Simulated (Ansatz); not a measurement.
Relaxation of ClF$_{2}$H$_{5}$OSiZr (11 atoms, charge 0, multiplicity 1), to a largest force component of 0.03 eV/Å in at most 50 steps.

All numbers below come from RKS PBE-D4/def2-SVP (Ansatz 0.2.0).

```xyz
11
Properties=species:S:1:pos:R:3:forces:R:3
Zr 0.395 -0.312 -0.696 -0.20 0.84 -0.53
Cl 0.674 0.749 2.853 0.26 -0.69 -0.19
F 1.815 0.969 -0.655 0.01 0.01 0.00
O -1.347 0.194 -0.109 -0.14 0.08 0.05
H -2.085 0.711 0.251 0.08 -0.06 -0.02
F 0.279 -1.145 -2.409 0.00 0.00 0.00
Si 1.079 -2.366 0.825 0.29 -0.85 0.62
H -0.086 -3.230 1.254 0.00 0.00 0.00
H 2.099 -3.300 0.208 -0.01 0.01 0.00
H 1.735 -1.965 2.150 -0.01 0.01 0.00
H 1.184 -0.488 2.704 -0.27 0.65 0.08
```

Problem. Where does it end, and by what steps?

Solution. It converged. After 24 steps the energy has fallen by 0.193 eV; Cl2 moved furthest, 0.83 Å. Joined: Zr1–Cl2 (3.71 → 2.95 Å).

```csv
step,energy less start (eV),largest force component (eV/Å),accepted
0,0.0000,0.849,yes
1,-0.0309,0.755,yes
2,-0.1144,0.409,yes
3,-0.1508,0.243,yes
4,-0.1585,0.413,yes
5,-0.1630,0.212,yes
6,-0.1745,0.099,yes
7,-0.1762,0.063,yes
8,-0.1779,0.035,yes
9,-0.1785,0.116,yes
10,-0.1803,0.111,yes
11,-0.1799,0.330,no
12,-0.1827,0.116,yes
13,-0.1840,0.145,yes
14,-0.1849,0.166,yes
15,-0.1870,0.138,yes
16,-0.1885,0.043,yes
17,-0.1897,0.076,yes
18,-0.1907,0.107,yes
19,-0.1912,0.098,yes
20,-0.1920,0.065,yes
21,-0.1924,0.077,yes
22,-0.1929,0.049,yes
23,-0.1932,0.032,yes
24,-0.1933,0.023,yes
```

```xyz
11
Properties=species:S:1:pos:R:3
Zr 0.361 -0.164 -0.485
Cl 1.205 0.675 2.216
F 1.697 1.150 -0.897
O -1.395 0.367 0.054
H -2.198 0.877 0.232
F 0.141 -1.083 -2.143
Si 1.063 -2.487 0.927
H 0.122 -3.670 0.879
H 2.454 -3.029 0.679
H 1.121 -2.171 2.443
H 1.171 -0.648 2.473
```

Whether the end is a true minimum wasn't checked by a vibrational analysis.

The run took 46 s on 4 threads of Arm Neoverse V2, with other jobs on the host, peak memory 0.21 GiB.
